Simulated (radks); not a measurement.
Question: These are the eigenvalues of the occupied orbitals of an atom or ion with whole-number occupations (eV). All-electron calculation, Dirac Kohn-Sham, PBE, spin-unpolarised, spherical densities, finite nucleus; Fermi nuclear charge, rms radius of each element as measured or else 0.836 A^(1/3) + 0.57 fm. Program: a radial shooting solver on a logarithmic mesh with Libxc functionals.

orbital  eigenvalue
1s1/2     -53720.96

Which element is it, and in what charge state? The configuration may be excited. Open shells, if any, fill j = l - 1/2 first.

Answer: Z = 62, samarium, charge +60: Sm60+ in [He]. The 1s level, -1974.2 hartree, gives Z - s = 62.8 by -(Z - s)^2/2, which with screening and relativity narrows Z to a few neighbours, and the depths must fix Z and the occupations together.
